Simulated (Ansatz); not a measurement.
# A cut through the energy surface

CHBClN (SMILES N#CBCl), singlet, at its PBE0-D4/def2-TZVP minimum:

```xyz
5
angstrom
N 1.0532 -1.4111 1.2182
C 0.5134 -0.6309 0.5642
B -0.1766 0.4297 -0.2933
Cl -1.5945 0.0052 -1.1762
H 0.2544 1.5335 -0.3542
```

The angle H5–B3–C2 (120.7° at the minimum) is set to the values below, H5, with anything bonded beyond it, turning rigidly in the plane of the angle. Each method's energies count from its own value at the PBE0-D4 minimum structure. Program: Ansatz 0.2.0. Basis: def2-TZVPP. Cores are frozen in the correlated methods. B3LYP uses VWN-RPA correlation.

CCSD(T) energies along the scan:
| angle (°) | CCSD(T) (eV) |
| --- | --- |
| 102.7 | 0.273 |
| 107.2 | 0.153 |
| 111.7 | 0.068 |
| 116.2 | 0.017 |
| 120.7 | 0.000 |
| 125.2 | 0.017 |
| 129.7 | 0.069 |
| 134.2 | 0.157 |
| 138.7 | 0.281 |
They count from the CCSD(T) energy at the PBE0-D4 minimum.

Largest difference from the CCSD(T) curve over the scan: PBE-D4 0.029; PBE0-D4 0.015; B3LYP-D4 0.012; wB97M-V 0.014 eV. Each curve counts from its own value at the minimum.

T1 diagnostic: at most 0.015.

For scale, one of the runs: CCSD(T)/def2-TZVPP, 149 basis functions (an equivalent command: `ansatz run in.yaml --threads 2`). Hardware: 2 CPU threads, shared host. Wall time 21 s; peak host memory 0.97 GiB.
